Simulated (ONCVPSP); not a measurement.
## Which change was made? (Tc, ONCV)

ONCVPSP 4.0.1 input, shortened (lines: element, Z, core and valence counts, functional; n l f; lmax; l rc ep ncon nbas qcut; lloc lpopt rc5 dvloc0; l nproj debl; icmod fcfact rcfact), PBE, scalar-relativistic:

```
  Tc 43.00    6    4        4      upf
    1    0    2.00
    2    0    2.00
    2    1    6.00
    3    0    2.00
    3    1    6.00
    3    2   10.00
    4    0    2.00
    4    1    6.00
    4    2    5.00
    5    0    0.50
    2
    0    1.75    0.00    4    8    8.80
    1    1.95    0.00    4    9    6.70
    2    2.45    0.00    4    9    5.40
    4    3    1.45    0.00
    0    2    0.30
    1    2    3.10
    2    3    1.90
    2    0.20    0.65
```

Cutoffs, loose and tight: the cutoffs (Ha) at which the residual kinetic energy of the hardest occupied pseudo-wave falls to 1 and 0.1 mHa per electron. They do not see the model core or the augmentation charge, which bear on the density cutoff. Test errors are all-electron minus pseudo excitation energies from the reference, over the configurations 4s2 4p6 4d5 5s2; 4s2 4p6 4d5 5s1; 4s2 4p6 4d5 5s0; 4s2 4p6 4d4 5s2; variants that change the core or the reference have their own tests.

The base gives: outcome: generated; cutoff, loose: 23 Ha; cutoff, tight: 27 Ha; bound ghosts: none; GHOST(+) flags above zero: none; largest test error (meV): +68.

**Question.** After one change the result is: outcome: generated, projector energies reset by the program; cutoff, loose: 21 Ha; cutoff, tight: 25 Ha; bound ghosts: none; GHOST(+) flags above zero: none; largest test error (meV): +97. Which change was it?
A. all radii but the core radius scaled by about 0.87 (s 1.52, p 1.68, d 2.12 bohr); local potential polynomial inside 1.26 bohr (lpopt 3, dvloc0 0 Ha)
B. all radii but the core radius scaled by about 1.12 (s 1.96, p 2.18, d 2.74 bohr); local potential polynomial inside 1.62 bohr (lpopt 3, dvloc0 0 Ha)
C. all radii but the core radius scaled by about 0.80 (s 1.40, p 1.56, d 1.96 bohr); local potential polynomial inside 1.16 bohr (lpopt 3, dvloc0 0 Ha)

**Answer.** B. The others give: all radii but the core radius scaled by about 0.87 (s 1.52, p 1.68, d 2.12 bohr); local potential polynomial inside 1.26 bohr (lpopt 3, dvloc0 0 Ha) → outcome: generated; cutoff, loose: 26 Ha; cutoff, tight: 53 Ha; bound ghosts: none; GHOST(+) flags above zero: s; largest test error (meV): +37 | all radii but the core radius scaled by about 0.80 (s 1.40, p 1.56, d 1.96 bohr); local potential polynomial inside 1.16 bohr (lpopt 3, dvloc0 0 Ha) → outcome: generated; cutoff, loose: 29 Ha; cutoff, tight: 74 Ha; bound ghosts: none; GHOST(+) flags above zero: s; largest test error (meV): +25.
